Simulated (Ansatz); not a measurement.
Two structures of SnH4BrF, singlet, reached by relaxing down either side of one saddle point (PBE0-D4/def2-TZVP). Energies are electronic, without zero-point energy. Ansatz 0.2.0; basis: def2-TZVPP and def2-QZVPP; cores frozen in the correlated methods. Filled d shells of the heavier atoms are correlated. Core potentials replace the inner electrons of the atoms past krypton. The def2 sets are not built for correlating such inner shells, so the correlated values are less sure here. Extrapolation: Hartree–Fock as exp(−7.88 √X), correlation as X^−2.97. First:

```
7
angstrom
Sn -0.2884 -0.3543 -0.9098
Br 1.3662 -1.1975 0.7854
H -0.2015 -1.4943 -2.1687
H -1.7888 -0.3545 -0.1224
H 0.2694 1.1785 -1.3687
H 0.5955 0.7340 1.8812
F 0.0477 1.4883 1.9031
```

Second:

```
atom    x (Å)    y (Å)    z (Å)
 Sn1  -0.8584   0.1013  -0.7378
 Br2   2.7289  -0.5519   1.4428
  H3  -0.7038  -1.5751  -0.9458
  H4  -2.4573   0.6716  -0.7638
  H5   0.2397   1.0379  -1.6290
  H6   1.3718  -0.0749   1.5196
  F7  -0.3210   0.3912   1.1140
```

(1) Which bonds change from the first to the second?

(2) Give the saddle point's structure and its height above each. (Judge from chemistry; the value comes from the calculation.)

The T1 diagnostic stays at or below 0.012.

Results:

(1) SnH₃Br ([Br][SnH3]) + HF → SnH₃F ([F][SnH3]) + HBr; bonds formed: Sn1–F7, Br2–H6; bonds broken: Sn1–Br2, H6–F7.

(2) The calculation gives: 1.012 eV above the first and 0.444 eV above the second (CCSD(T) at an estimated basis limit (MP2 extrapolated from triple and quadruple zeta, plus CCSD(T) − MP2 in triple zeta)).
Sn1  (-0.483, -0.002, -0.648)
Br2  (2.142, -0.557, 0.741)
H3  (-0.470, -1.675, -0.886)
H4  (-2.079, 0.592, -0.511)
H5  (0.471, 1.021, -1.595)
H6  (0.732, 0.133, 1.474)
F7  (-0.314, 0.488, 1.425)
(Å)

Labels in which every atom is bracketed show which atoms are joined, not bond orders.

For scale, one of the runs: CCSD(T)/def2-TZVPP, 185 basis functions (an equivalent command: `ansatz run in.yaml --threads 4`). Time: 72 s of wall clock on 4 CPU threads; the host was shared. Peak host memory: 2.3 GiB.
